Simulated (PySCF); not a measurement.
**C₆ coefficients of unlike pairs at PBE0**

Calculated with PySCF 2.14 from the dipole response of each species, C₆(A,B) = (3/π) ∫ α_A(iu) α_B(iu) du, in atomic units, from isotropic polarisabilities. For ions this is the dispersion term alone; charge-induced terms of lower order in 1/R come first.

| species | configuration | basis | relativity | α (bohr³) | C₆ (like pair) |
| --- | --- | --- | --- | --- | --- |
| Be⁺ | [He] 2s1 (2S) | dyall-av3z (15s9p4d2f) | spin-free X2C | 22.22 | 60.05 |
| N⁺ | [He] 2s2 2p2 (3P) | aug-cc-pVQZ with one added diffuse shell each of s, p, d, f, g type (7s6p5d4f3g) | none | 3.869 | 8.308 |
| B²⁺ | [He] 2s1 (2S) | aug-cc-pCVTZ-DK with one added diffuse shell each of s, p, d, f type (8s7p5d3f) | spin-free X2C | 7.184 | 9.673 |
| Bi | [Xe] 4f14 5d10 6s2 6p3 (4S) | aug-cc-pVTZ-DK3 (9s8p6d3f) | spin-free X2C | 52.22 | 621.8 |

(1) Estimate C₆ for Bi with B²⁺.

No spin-orbit coupling is included, so Bi, close to jj coupling, stand for model states.

The other pairs:

| pair | C₆ |
| --- | --- |
| N⁺, Be⁺ | 17.42 |
| Bi, Be⁺ | 183.3 |
| Bi, N⁺ | 66.89 |
| B²⁺, N⁺ | 7.877 |
| B²⁺, Be⁺ | 23.57 |

## Answers

(1) The integral gives 76.95. The combination rule 2 C_A C_B / (C_A α_B/α_A + C_B α_A/α_B) gives 77.19 and the geometric mean 77.56.
